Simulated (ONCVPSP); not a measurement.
Pseudopotential generation for Te: ONCV, LDA (Perdew-Wang 92), scalar-relativistic.

The input file (ONCVPSP 4.0.1):

```
# ATOM AND REFERENCE CONFIGURATION
# atsym  z   nc   nv     iexc    psfile
  Te 52.00    6    5  -001012      upf
#
#   n    l    f
    1    0    2.00
    2    0    2.00
    2    1    6.00
    3    0    2.00
    3    1    6.00
    3    2   10.00
    4    0    2.00
    4    1    6.00
    4    2   10.00
    5    0    1.75
    5    1    4.25
#
# PSEUDOPOTENTIAL AND OPTIMIZATION
# lmax
    2
#
#   l,   rc,      ep,       ncon, nbas, qcut
    0    1.45    0.00    4    7    7.60
    1    1.35    0.00    4    8    9.70
    2    1.15    0.00    4    9   12.80
#
# LOCAL POTENTIAL
# lloc, lpopt,  rc(5),   dvloc0
    2    5    1.15    0.00
#
# VANDERBILT-KLEINMAN-BYLANDER PROJECTORs
# l, nproj, debl
    0    2    0.70
    1    2    2.40
    2    0    1.70
#
# MODEL CORE CHARGE
# icmod, fcfact, rcfact
    0    0.00    0.00
#
# LOG DERIVATIVE ANALYSIS
# epsh1, epsh2, depsh
   -8.00    5.00    0.04
#
# OUTPUT GRID
# rlmax, drl
    6.00    0.01
#
# TEST CONFIGURATIONS
# ncnf
    4
# nvcnf
#   n    l    f
    5
    4    0    2.00
    4    1    6.00
    4    2   10.00
    5    0    2.00
    5    1    4.00
#
    5
    4    0    2.00
    4    1    6.00
    4    2   10.00
    5    0    2.00
    5    1    3.00
#
    5
    4    0    2.00
    4    1    6.00
    4    2   10.00
    5    0    2.00
    5    1    2.00
#
    5
    4    0    1.00
    4    1    6.00
    4    2   10.00
    5    0    2.00
    5    1    4.00
#
```

Command:

```bash
oncvpsp.x < Te.dat > Te.out
```

Output (shortened: citation, most of the input echo, consistency checks and plot data are left out):

```
ONCVPSP  (Optimized Norm-Conservinng Vanderbilt PSeudopotential)
scalar-relativistic version 4.0.1

#   n    l    f        energy (Ha)
    1    0    2.00    -1.1610508E+03
    2    0    2.00    -1.7809347E+02
    2    1    6.00    -1.5996629E+02
    3    0    2.00    -3.5432942E+01
    3    1    6.00    -2.9540016E+01
    3    2   10.00    -2.0603744E+01
    4    0    2.00    -6.0397593E+00
    4    1    6.00    -4.2096035E+00
    4    2   10.00    -1.5449307E+00
    5    0    1.75    -5.7152751E-01
    5    1    4.25    -2.2968009E-01

Reference configufation results
  iterations    25
  all-electron total energy (Ha)   -6.78876343D+03

Begin loop to  construct optimized pseudo wave functions
and semi-local pseudopoentials for all angular momenta

Calculating optimized projector #   1

 for l=   0

    Fraction of norm inside rc  0.986698
    Optimizing pswf for qcut=   7.59 a_B^-1,  ecut=  28.82 Ha
    Residual kinetic energy error=  2.88D-05 Ha

    Energy error per electron        Cutoff
         Ha          eV             Ha
         0.01000     0.27211       10.06
         0.00100     0.02721       19.55
         0.00010     0.00272       25.90
         0.00001     0.00027       52.61

Calculating optimized projector #   2

 for l=   0

    Fraction of norm inside rc  0.175028
    Optimizing pswf for qcut=   7.59 a_B^-1,  ecut=  28.82 Ha
    Residual kinetic energy error=  2.24D-04 Ha

    Energy error per electron        Cutoff
         Ha          eV             Ha
         0.01000     0.27211        9.96
         0.00100     0.02721       24.09
         0.00010     0.00272       41.53
         0.00001     0.00027       79.29

Calculating optimized projector #   1

 for l=   1

    Fraction of norm inside rc  0.951301
    Optimizing pswf for qcut=   9.70 a_B^-1,  ecut=  47.06 Ha
    Residual kinetic energy error=  4.01D-07 Ha

    Energy error per electron        Cutoff
         Ha          eV             Ha
         0.01000     0.27211       22.55
         0.00100     0.02721       27.90
         0.00010     0.00272       32.29
         0.00001     0.00027       35.93

Calculating optimized projector #   2

 for l=   1

    Fraction of norm inside rc  0.057801
    Optimizing pswf for qcut=   9.70 a_B^-1,  ecut=  47.06 Ha
    Residual kinetic energy error=  2.79D-06 Ha

    Energy error per electron        Cutoff
         Ha          eV             Ha
         0.01000     0.27211       17.71
         0.00100     0.02721       23.24
         0.00010     0.00272       27.62
         0.00001     0.00027       40.03

Calculating optimized projector #   1

 for l=   2

    Fraction of norm inside rc  0.723506
    Optimizing pswf for qcut=  12.78 a_B^-1,  ecut=  81.69 Ha
    Residual kinetic energy error=  3.14D-07 Ha

    Energy error per electron        Cutoff
         Ha          eV             Ha
         0.01000     0.27211       42.97
         0.00100     0.02721       54.28
         0.00010     0.00272       63.82
         0.00001     0.00027       71.69

Construct Vanderbilt / Kleinmman-Bylander projectors

B matrix Hermiticity error, ll=   0
   1   2    1.2849E-03

  Orthonormal projector coefficients  1.3110E+01  2.9096E+00

B matrix Hermiticity error, ll=   1
   1   2    6.5792E-04

  Orthonormal projector coefficients  8.0690E+00  1.5141E+00

Pseudoatom total energy -268.922115

Diagnostic tests using Vanderbilt-Kleinman-Bylander pseudopotentials
  1 or more projectors used as specified by nproj input data

   l    rcore       rmatch      e in        delta e   norm test  slope test

   0   1.4565997   1.5008252  -6.0397593   0.0000081   1.0003344   1.0002929
   0   1.4565997   1.5008252  -0.5715275   0.0000049   1.0000557   1.0000385

   1   1.3557027   1.3968647  -4.2096035   0.0000070   1.0002689   1.0002665
   1   1.3557027   1.3968647  -0.2296801   0.0000154   1.0000797   1.0000623

   2   1.1535036   1.1885265  -1.5449307  -0.0000215   0.9999954   1.0000301

 Testing for bound ghosts
   n   l    E NL Schr. Eq   E Basis Diag.   E Cutoff

   1   0       -6.039751       -6.039751     90.38
   2   0       -0.571523       -0.554866     90.38

   2   1       -4.209597       -4.209596    165.87
   3   1       -0.229665       -0.138448    165.87

 Testing for highly-localized positive-energy ghosts
       l    <radius>/rc     E Basis Diag.   E Cutoff

Test configuration 0

   n   l     f        eae           eps        diff
   1   0  2.0000-1161.05081108
   2   0  2.0000 -178.09346623
   2   1  6.0000 -159.96628925
   3   0  2.0000  -35.43294182
   3   1  6.0000  -29.54001602
   3   2 10.0000  -20.60374448
   4   0  2.0000   -6.03975934   -6.03975124    8.10D-06
   4   1  6.0000   -4.20960348   -4.20959650    6.98D-06
   4   2 10.0000   -1.54493069   -1.54495214   -2.15D-05
   5   0  1.7500   -0.57152751   -0.57152266    4.86D-06
   5   1  4.2500   -0.22968009   -0.22966467    1.54D-05

    Total energies and differences
      AE_ref= -6.78876343D+03  AE_tst= -6.78876343D+03  dif=  0.00D+00
      PS_ref= -2.68922115D+02  PS_tst= -2.68922115D+02  dif= -5.68D-14
      PSP excitation error=  5.68D-14

Test configuration 1

   n   l     f        eae           eps        diff
   1   0  2.0000-1161.03756277
   2   0  2.0000 -178.08037314
   2   1  6.0000 -159.95325207
   3   0  2.0000  -35.41967579
   3   1  6.0000  -29.52676293
   3   2 10.0000  -20.59050611
   4   0  2.0000   -6.02671542   -6.02634539    3.70D-04
   4   1  6.0000   -4.19665867   -4.19654625    1.12D-04
   4   2 10.0000   -1.53246850   -1.53250655   -3.81D-05
   5   0  2.0000   -0.56438189   -0.56435145    3.04D-05
   5   1  4.0000   -0.22457914   -0.22456346    1.57D-05

    Total energies and differences
      AE_ref= -6.78876343D+03  AE_tst= -6.78884863D+03  dif= -8.52D-02
      PS_ref= -2.68922115D+02  PS_tst= -2.69007321D+02  dif= -8.52D-02
      PSP excitation error=  3.90D-06

Test configuration 2

   n   l     f        eae           eps        diff
   1   0  2.0000-1161.37528791
   2   0  2.0000 -178.41636732
   2   1  6.0000 -160.28946660
   3   0  2.0000  -35.75500096
   3   1  6.0000  -29.86210869
   3   2 10.0000  -20.92583280
   4   0  2.0000   -6.36065536   -6.36042267    2.33D-04
   4   1  6.0000   -4.53038053   -4.53028450    9.60D-05
   4   2 10.0000   -1.86502905   -1.86504676   -1.77D-05
   5   0  2.0000   -0.87217032   -0.87213679    3.35D-05
   5   1  3.0000   -0.51048183   -0.51045575    2.61D-05

    Total energies and differences
      AE_ref= -6.78876343D+03  AE_tst= -6.78848445D+03  dif=  2.79D-01
      PS_ref= -2.68922115D+02  PS_tst= -2.68643067D+02  dif=  2.79D-01
      PSP excitation error= -7.13D-05

Test configuration 3

   n   l     f        eae           eps        diff
   1   0  2.0000-1161.76547374
   2   0  2.0000 -178.80329704
   2   1  6.0000 -160.67679536
   3   0  2.0000  -36.14057759
   3   1  6.0000  -30.24772134
   3   2 10.0000  -21.31142808
   4   0  2.0000   -6.74328311   -6.74343815   -1.55D-04
   4   1  6.0000   -4.91253189   -4.91250415    2.77D-05
   4   2 10.0000   -2.24495376   -2.24492985    2.39D-05
   5   0  2.0000   -1.21529750   -1.21527873    1.88D-05
   5   1  2.0000   -0.83006381   -0.83002757    3.62D-05

    Total energies and differences
      AE_ref= -6.78876343D+03  AE_tst= -6.78781678D+03  dif=  9.47D-01
      PS_ref= -2.68922115D+02  PS_tst= -2.67975251D+02  dif=  9.47D-01
      PSP excitation error= -2.18D-04

Test configuration 4

   n   l     f        eae           eps        diff
   1   0  2.0000-1161.88497301
   2   0  2.0000 -178.88227444
   2   1  6.0000 -160.75798491
   3   0  2.0000  -36.20437662
   3   1  6.0000  -30.31139075
   3   2 10.0000  -21.37541355
   4   0  1.0000   -6.70499297   -6.74310215   -3.81D-02
   4   1  6.0000   -4.85690700   -4.87146630   -1.46D-02
   4   2 10.0000   -2.14942478   -2.15182416   -2.40D-03
   5   0  2.0000   -0.95625590   -0.95823897   -1.98D-03
   5   1  4.0000   -0.56521020   -0.56551006   -3.00D-04

    Total energies and differences
      AE_ref= -6.78876343D+03  AE_tst= -6.78249192D+03  dif=  6.27D+00
      PS_ref= -2.68922115D+02  PS_tst= -2.62629349D+02  dif=  6.29D+00
      PSP excitation error= -2.13D-02
```

The run took about 2.6 s on one core of a shared server CPU.
